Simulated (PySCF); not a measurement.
C₄H₅ClSi. Atoms are numbered in the order given.

```xyz
11

C      0.3959    -3.3788     0.0000
C     -0.1449    -2.2753     0.0000
Si    -0.9225    -0.6095     0.0000
C      0.4343     0.7049     0.0000
C      1.7611     0.4850     0.0000
Cl    -0.2178     2.3412     0.0000
H      0.8657    -4.3542     0.0000
H     -1.7766    -0.4418     1.2229
H     -1.7766    -0.4418    -1.2229
H      2.4935     1.3079     0.0000
H      2.1332    -0.5519     0.0000
```

Geometry optimised at PBE-D3(BJ)/def2-SVP. The structure was generated by enumeration, and PubChem lists no compound with its InChIKey, so it may never have been made. Other conformers were not sampled.

Level of theory: PBE0/pcSseg-1 (PySCF).

GIAO shieldings, no solvent; atoms listed in one row are averaged. δ = σ(ref) − σ: ¹³C against TMS (σ = 186.3 ppm); ²⁹Si against TMS (σ = 352.7 ppm); ³⁵Cl against HCl (σ = 945.9 ppm); ¹H against TMS (σ = 31.56 ppm), references at their B3LYP-D3(BJ)/def2-TZVP geometries, non-relativistic (without spin–orbit terms, shifts of atoms bonded to Cl or Br come out too high).

Computed chemical shifts:
| nucleus | atoms | count | δ (ppm) |
|---|---|---|---|
| ¹³C | C4 | 1 | 154.5 |
| ¹³C | C5 | 1 | 143.8 |
| ¹³C | C1 | 1 | 110.2 |
| ¹³C | C2 | 1 | 86.2 |
| ²⁹Si | Si3 | 1 | -68.2 |
| ³⁵Cl | Cl6 | 1 | 263.3 |
| ¹H | H11 | 1 | 7.09 |
| ¹H | H10 | 1 | 6.89 |
| ¹H | H8, H9 | 2 | 5.00 |
| ¹H | H7 | 1 | 3.03 |
